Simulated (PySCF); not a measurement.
Unknown compound

Molecular formula: C6H12N2. Simulated spectra:

1H NMR (400 MHz, computed): δ 6.74 (m, 1H), 5.88 (q, 1H), 5.53 (m, 1H), 5.49 (m, 1H), 4.03 (d, 2H), 3.35 (s, 3H), 2.00 (d, 3H).

13C{1H} NMR (computed): δ 149.8 (CH), 122.5 (CH2), 120.0 (CH), 57.6 (CH2), 49.6 (CH3), 18.6 (CH3).

Computed data (PySCF 2.14.0 with density-fitted response routines): GFN2-xTB geometry, σ from GIAO-PBE0/pcSseg-1. No solvent model, no relativistic terms, rapidly exchanging positions averaged, a single conformation.

References, each an isolated molecule treated in the same way: 1H (σref 31.72) and 13C (σref 186.93) vs TMS.

Question: Propose a structure and justify it.

Answer: 
The formula gives 2 degrees of unsaturation (no ring in the answer). 6 carbon signals for 6 carbons: no two carbons are equivalent. Carbon types of the structure: 2 × CH, 2 × CH2, 2 × CH3, which accounts for all hydrogens. δC 149.8: alkene CH; an sp2 carbon of a C=C bond. δC 122.5: terminal =CH2 carbon; the olefinic region. δC 120.0: C=N carbon. δC 18.6: methyl carbon; a saturated carbon with 1 carbon neighbour and no heteroatom attached. δH 6.74: hydrogen on an alkene CH; olefinic region. δH 5.53, 5.49: hydrogen on a terminal =CH2 carbon; attached to an sp2 carbon and in the plane of the double bond. δH 4.03: hydrogen on an allylic sp3 CH2 bonded to N; its carbon carries N, hence the downfield position.

These data were computed for `InChI=1S/C6H12N2/c1-4-6-8(3)7-5-2/h4-5H,1,6H2,2-3H3/b7-5-`.

The shifts were computed for this structure.

Shifts are as computed. Against solution values, carbons near 30 ppm lie about +3 ppm off and those near 130 ppm about +5 ppm. Of 1211 compounds with measured shifts, 218 miss one by over three times the rms of a fit or turn the order of signals round; such compounds aren't used in these exercises. No couplings were computed; multiplicities are counted from neighbouring protons, with m where these are inequivalent, close in shift, in a saturated or five-membered ring or joined by F or P, and br s for small geminal =CH2 splittings.
